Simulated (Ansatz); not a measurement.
Reactions of CH4BISi, SMILES `I[SiH]1BC1`.

Gas-phase electronic energies from Ansatz, PBE0-D4/def2-TZVP geometries. CCSD(T)/CBS is the MP2 limit (def2-TZVPP, def2-QZVPP) plus CCSD(T) − MP2 in def2-TZVPP, frozen cores. This one scheme is used for every species, atoms too. DFT in def2-TZVPP. Open shells (•) are unrestricted, without spin–orbit coupling. Spin–orbit coupling would lower the free atoms: a little for B, C, Si; strongly for I. Elements past krypton have def2 core potentials. For Br, I, Se outer-core shells are correlated without core-valence functions, so the limit isn't a true one: a few kJ/mol of doubt a bond, and 10 to 20 or more in all where bonds break to atoms. Scalar relativity is left out up to krypton. One conformer a species, not always the lowest.

```
                                   reaction  PBE0-D4 (kJ/mol)
`I[SiH]1BC1` + H₂Se → `[SeH][SiH]1BC1` + HI                22
    `I[SiH]1BC1` + HBr → `Br[SiH]1BC1` + HI                -4
   `I[SiH]1BC1` → B• + C• + 4 H• + I• + Si•              2654
      `I[SiH]1BC1` + H₂ → `B1C[SiH2]1` + HI                78
     `I[SiH]1BC1` + H₂O → `O[SiH]1BC1` + HI                22
     `I[SiH]1BC1` + H–F → `F[SiH]1BC1` + HI               -13
    `I[SiH]1BC1` + HCl → `Cl[SiH]1BC1` + HI                -3
```

Question: Give the CCSD(T)/CBS values in the same order. (An estimate is asked.)

Answer: The calculation gave: 24, -3, 2626, 79, 19, -17, -2 kJ/mol.

Largest T1 diagnostic: 0.014, for `B1C[SiH2]1`.
